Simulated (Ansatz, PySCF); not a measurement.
Complex: HCl (SMILES Cl) (first 2 atoms) with CH4O (SMILES CO); geometry from B3LYP-D3(BJ)/def2-TZVP, rigid monomers moved along the line of their centres of mass till H2···O4 is 2.47 Å.
(charge 0, multiplicity 1):
```xyz
8

Cl     0.663    -0.265     0.251
H      0.000    -0.386     1.378
C     -0.037     0.164     4.603
O     -0.966    -0.367     3.651
H      0.232     1.197     4.369
H      0.855    -0.455     4.542
H     -0.441     0.108     5.617
H     -1.771     0.163     3.662
```

Counterpoise-corrected where a basis set is named; no monomer relaxation. Rows marked so take none.

Rows in 6-31G* carry no dispersion term and start afresh at each structure (6-31G* with six Cartesian d functions).

Codes used: Ansatz (Gaussian orbitals); PySCF for 6-31G* rows, the dispersion terms. Values without a source in brackets are computed.

Problem. One of these levels gives -3.43 kcal/mol for the interaction energy. Which one is it?
(A) BP86/6-31G* (no counterpoise)
(B) PBE0-D3(BJ)/def2-TZVPPD
(C) HF/aug-cc-pV(D+d)Z
(D) PBE0/def2-TZVPPD

Solution. C, HF/aug-cc-pV(D+d)Z. The others give -5.21 (BP86/6-31G* (no counterpoise)), -3.91 (PBE0/def2-TZVPPD), -4.43 (PBE0-D3(BJ)/def2-TZVPPD)

Ansatz is a program for electronic structure.
